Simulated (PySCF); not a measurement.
A PySCF script (with the pyscf-properties extension) for the NMR shieldings of SMILES CC#C[Si@H](F)C(C)(C)CS, C$_{7}$H$_{13}$FSSi, on a GFN2-xTB geometry:

```python
import basis_set_exchange as bse
import numpy as np
from pyscf import gto, dft
from pyscf.prop import nmr

atoms = """
C     3.917955    0.918889   -0.652130
C     2.719035    0.499141    0.032989
C     1.722829    0.141319    0.610774
Si    0.149650   -0.347513    1.435366
F     0.318585   -1.848245    2.015722
C    -1.237028   -0.428226    0.111670
C    -1.076762   -1.692686   -0.739887
C    -2.608852   -0.446644    0.787504
C    -1.160811    0.769821   -0.833606
S    -1.135036    2.389309    0.013599
H     3.788430    1.928270   -1.042464
H     4.762905    0.911088    0.035676
H     4.129645    0.243152   -1.480438
H    -0.168820    0.455099    2.604124
H    -1.855203   -1.742835   -1.501508
H    -0.108370   -1.706047   -1.238001
H    -1.151325   -2.579892   -0.115670
H    -2.680664   -1.272362    1.492168
H    -2.783275    0.483455    1.325397
H    -3.398122   -0.562554    0.044312
H    -2.041464    0.807597   -1.477431
H    -0.269264    0.724128   -1.458269
H     0.161209    2.382720    0.313118
"""
names = dict.fromkeys(["C", "Si", "F", "S", "H"], "pcSseg-1")
basis = {el: gto.basis.parse(bse.get_basis(n, elements=[el], fmt="nwchem")) for el, n in names.items()}
mol = gto.M(atom=atoms, basis=basis, charge=0, verbose=0)
mf = dft.RKS(mol, xc="PBE0")
mf.grids.level = 2
mf.grids.alignment = dft.numint.BLKSIZE   # the property module wants whole blocks of grid points
mf.conv_tol = 1e-9
mf.kernel()

calc = nmr.RKS(mf)   # GIAO
C = mf.mo_coeff
Co = C[:, mf.mo_occ > 0]
resp = mf.gen_response(singlet=True, hermi=2)
def vind(x):   # induced exchange potential for any number of trial vectors
    d = np.einsum("pi,xij,qj->xpq", C, 2 * x.reshape(-1, C.shape[1], Co.shape[1]), Co, optimize=True)
    return np.einsum("xpq,pi,qj->xij", resp(d - d.transpose(0, 2, 1)), C, Co, optimize=True).ravel()
mo1, _ = nmr.rhf.solve_mo1(calc, with_cphf=vind)
sigma = calc.kernel(mo1)
for i, s in enumerate(sigma):   # ppm
    print("%2d %-2s %9.2f" % (i, mol.atom_pure_symbol(i), np.trace(s) / 3))
```

Task: Give the expected output.

Result: 
```
 0 C     181.31
 1 C      72.13
 2 C     103.27
 3 Si    361.06
 4 F     381.23
 5 C     154.41
 6 C     161.24
 7 C     163.65
 8 C     145.23
 9 S     623.50
10 H      29.61
11 H      29.53
12 H      29.57
13 H      26.54
14 H      31.10
15 H      30.49
16 H      30.36
17 H      30.49
18 H      29.46
19 H      31.25
20 H      30.03
21 H      28.64
22 H      29.72
```

These numbers come from an equivalent density-fitted implementation of the same equations, which agrees with the script to about 0.01 ppm for H and up to a few tenths of a ppm for heavy atoms, so last digits may differ.

Task: Turn these shieldings into chemical shifts. Scale: $^{13}$C (186.93 ppm) and $^{29}$Si (349.16 ppm) and $^{1}$H (31.72 ppm) against TMS; $^{19}$F (170.95 ppm) against CFCl3; CS2 for $^{33}$S (503.73 ppm) (reference shieldings calculated alike).

Result: Averaging equivalent atoms: C 1: 114.8; C 2: 83.7; C 8: 41.7; C 5: 32.5; C 6: 25.7; C 7: 23.3; C 0: 5.6; Si 3: -11.9; F 4: -210.3; S 9: -120; H 13: 5.17; H 21: 3.08; H 10/11/12: 2.15; H 22: 1.99; H 20: 1.69; H 17/18/19: 1.32; H 14/15/16: 1.07 ppm. Unscaled 19F shifts against computed CFCl3 carry errors that often reach 10 to 50 ppm.

Size and cost of the density-fitted run: 249 basis functions, 2.5 min wall time on 1 thread of an Arm Neoverse N1, shared host; peak memory 1.2 GiB.
